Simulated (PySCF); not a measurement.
BH₆OPPb.
Cartesian coordinates in Å at the PBE0-D3(BJ)/def2-SVP level; atoms count from 1:
```
atom  x, y, z in Å
P1     2.5768   -0.2280   -0.8682
B2     0.7873    0.3218   -0.3738
O3    -0.0991   -0.5920    0.0141
Pb4   -2.1640   -0.1837    0.3913
H5     2.7534   -1.2518    0.1069
H6     3.2720    0.7907   -0.1527
H7     0.4994    1.5045   -0.5202
H8    -2.3367   -0.7508    2.0391
H9    -2.2830    1.5488    0.1545
H10   -2.9551   -1.1801   -0.8123
```

Level of theory: PBE0-D3(BJ)/def2-SVP geometry optimisation, gas phase, def2 core potentials past Kr in PySCF 2.14.0.

(1) Which atoms are bound to Pb4, and at what distances?

(2) List the angles at Pb4.

(3) What is the shape at Pb4?

(4) What are the other bond lengths?

(5) Give some angles away from the centre.

Results:

(1) 4 atoms: H8 1.751 Å, H10 1.751 Å, H9 1.753 Å, O3 2.138 Å. The nearest atom not counted as bound is B2, at 3.09 Å.

(2) 
| angle | degrees | distance of the outer atoms (Å) |
| --- | --- | --- |
| H8–Pb4–H9 | 116.1 | 2.97 |
| H9–Pb4–H10 | 116.0 | 2.97 |
| H8–Pb4–H10 | 114.7 | 2.95 |
| O3–Pb4–H9 | 103.3 | 3.06 |
| O3–Pb4–H10 | 101.9 | 3.03 |
| O3–Pb4–H8 | 101.5 | 3.02 |

(3) Distorted tetrahedral: angles from 101.5° to 116.1°; τ4 = (360° − α − β)/141° = 0.91 with α and β the two widest (0 for a square, 1 for a tetrahedron).

(4) P1–B2 1.936 Å; B2–O3 1.331 Å; P1–H5, P1–H6 1.425 Å; B2–H7 1.226 Å.

(5) P1–B2–O3 119.7°, B2–O3–Pb4 124.3°.

Charge 0, singlet. Stationary, but not proved a minimum.

One conformer stands for the species.
